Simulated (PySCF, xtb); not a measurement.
C₂H₆FNbO, SMILES [CH3][Nb]([CH3])(=[O])[F], multiplicity 1.

Harmonic wavenumbers (cm⁻¹) from GFN2-xTB (xtb 6.7.1) at its own minimum, in rising order: 41, 64, 98, 100, 138, 163, 166, 376, 390, 436, 595, 676, 688, 694, 868, 1252, 1261, 1423, 1429, 1443, 1446, 2880, 2890, 2906, 2921, 2927, 2947.

Q: What does PySCF 2.14.0 with PBE0-D3(BJ)/def2-SVP give at its own minimum? (Estimate from the structure and the level; the computed values follow.)

A: 52, 83, 144, 152, 160, 224, 240, 443, 532, 545, 563, 599, 606, 714, 1057, 1172, 1180, 1383, 1390, 1392, 1397, 3024, 3026, 3130, 3132, 3149, 3150. Paired by order, the mean absolute difference is 92 cm⁻¹ and the zero-point energies are 44.6 and 46.7 kcal/mol.
